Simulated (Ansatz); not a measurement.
F2GeH4OSi, SMILES `F[SiH](F)[O][GeH3]`, 9 atoms. Charge 0, multiplicity 1. Correlated methods include outer-core shells of Ge, which these sets cover unevenly. Scalar relativity is left out up to krypton. All runs use 4 threads of an Arm Neoverse N1 on a shared host. Correlated methods freeze the cores.

(1) Give the basis size and wall time and peak host memory of each of these runs in Ansatz. RKS PBE0-D4/def2-SVP energy; RKS BHLYP-D4/def2-TZVPP energy; RKS B97M-V/def2-TZVPP energy; direct RPA on PBE orbitals/def2-TZVPP energy; RKS PBE0-D4/def2-TZVP relaxation (15 steps); RKS ωB97M-V/def2-QZVPP energy; RKS ωB97M-V/def2-SVP energy; RKS PBE-D4/def2-TZVPP energy and forces; RKS PBE0-D4/def2-QZVPP energy; RKS r2SCANh-D4/def2-TZVPP energy; RKS PBE0-D4/def2-TZVP frequencies; RHF-CCSD(T)/def2-SVP energy. (Best estimate.)

Results:

(1) Computed: Other jobs shared the machine, so times are rough.

```json
{"level": "RKS PBE0-D4/def2-SVP", "job": "energy", "functions": "112", "wall time": "2.1 s", "peak host memory (GiB)": "0.46"}
{"level": "RKS PBE-D4/def2-TZVPP", "job": "energy and forces", "functions": "239", "wall time": "4.1 s", "peak host memory (GiB)": "0.31"}
{"level": "RKS BHLYP-D4/def2-TZVPP", "job": "energy", "functions": "239", "wall time": "6 s", "peak host memory (GiB)": "0.71"}
{"level": "direct RPA on PBE orbitals/def2-TZVPP", "job": "energy", "functions": "239", "wall time": "8 s", "peak host memory (GiB)": "0.54"}
{"level": "RKS ωB97M-V/def2-SVP", "job": "energy", "functions": "112", "wall time": "8.5 s", "peak host memory (GiB)": "0.46"}
{"level": "RKS r2SCANh-D4/def2-TZVPP", "job": "energy", "functions": "239", "wall time": "9 s", "peak host memory (GiB)": "0.69"}
{"level": "RHF-CCSD(T)/def2-SVP", "job": "energy", "functions": "112", "wall time": "14 s", "peak host memory (GiB)": "0.56"}
{"level": "RKS B97M-V/def2-TZVPP", "job": "energy", "functions": "239", "wall time": "15 s", "peak host memory (GiB)": "0.4"}
{"level": "RKS PBE0-D4/def2-QZVPP", "job": "energy", "functions": "450", "wall time": "16 s", "peak host memory (GiB)": "1.8"}
{"level": "RKS ωB97M-V/def2-QZVPP", "job": "energy", "functions": "450", "wall time": "34 s", "peak host memory (GiB)": "2.1"}
{"level": "RKS PBE0-D4/def2-TZVP", "job": "relaxation (15 steps)", "functions": "202", "wall time": "95 s", "peak host memory (GiB)": "0.6"}
{"level": "RKS PBE0-D4/def2-TZVP", "job": "frequencies", "functions": "202", "wall time": "3.6 min", "peak host memory (GiB)": "0.6"}
```
